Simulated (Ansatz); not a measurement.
A nudged elastic band was laid between two geometries of ClH3Sn + H2 (7 atoms, charge 0, multiplicity 1).

Level of theory: RKS B3LYP-D4/def2-mTZVP in Ansatz.

```
movable images  : 5
climbing image  : yes
spring          : 5.0 eV/Å²
optimiser       : quadratic models (default)
start path      : through a guess of the saddle point
force threshold : 0.05 eV/Å
iteration limit : 60
end points      : relaxed
```

Initial state:

```xyz
7
Properties=species:S:1:pos:R:3
Sn 0.414 0.000 -0.099
Cl 0.577 0.000 2.270
H 2.025 0.000 -0.667
H -0.434 1.424 -0.509
H -0.434 -1.424 -0.509
H -3.111 0.000 1.150
H -2.593 0.000 1.683
```

Final state:

```xyz
7
Properties=species:S:1:pos:R:3
Sn -0.178 0.000 -0.657
Cl -1.370 0.000 3.902
H 1.499 0.000 -0.325
H -0.622 1.406 -1.523
H -0.622 -1.406 -1.523
H -1.027 0.000 0.841
H -1.236 0.000 2.603
```

Task: What changes between the two ends?

Result: Bonds broken: Sn1–Cl2, H6–H7. Bonds formed: Sn1–H6, Cl2–H7. ClH3Sn + H2 becomes ClH + H4Sn.

Task: Give the energies along the band, and the barrier.

Result: The run converged. The highest image is number 3 of 0 to 6, 48.8 kcal/mol above the first end and 30.2 kcal/mol above the last; the last end lies 18.6 kcal/mol above the first. Neighbouring images differ by up to 1.3 eV, so the band resolves the path poorly. A vibrational analysis at the climbing image gives 2 clearly imaginary modes (1073i, 139i cm⁻¹): a point of higher order, so a lower path passes nearby. The orbitals stay closed-shell, which can raise the energy where a bond breaks towards radicals; this wasn't checked here.

| image | path coordinate (Å) | energy (kcal/mol) | Sn1–Cl2 (Å) | H6–H7 (Å) | Sn1–H6 (Å) |
| --- | --- | --- | --- | --- | --- |
| 0 | 0.00 | 0.0 | 2.37 | 0.74 | 3.74 |
| 1 | 0.82 | 2.2 | 2.39 | 0.74 | 3.03 |
| 2 | 1.65 | 18.5 | 2.51 | 0.75 | 2.43 |
| 3 | 2.47 | 48.8 | 2.97 | 0.93 | 1.99 |
| 4 | 3.39 | 23.9 | 3.58 | 1.51 | 1.74 |
| 5 | 4.32 | 18.8 | 4.35 | 1.83 | 1.72 |
| 6 | 5.24 | 18.6 | 4.71 | 1.77 | 1.72 |

Task: What is the geometry of the highest image?

Result: 
```xyz
7
Properties=species:S:1:pos:R:3
Sn -0.243 0.000 -0.227
Cl 0.010 0.000 2.732
H 1.444 0.000 0.000
H -0.798 1.450 -0.945
H -0.798 -1.450 -0.945
H -1.837 0.000 0.959
H -1.334 0.000 1.743
```

The band took 11 iterations and about 3 core-minutes.

The run took 3 min on 1 thread of Arm Neoverse V1 (shared host), peak memory 0.15 GiB.
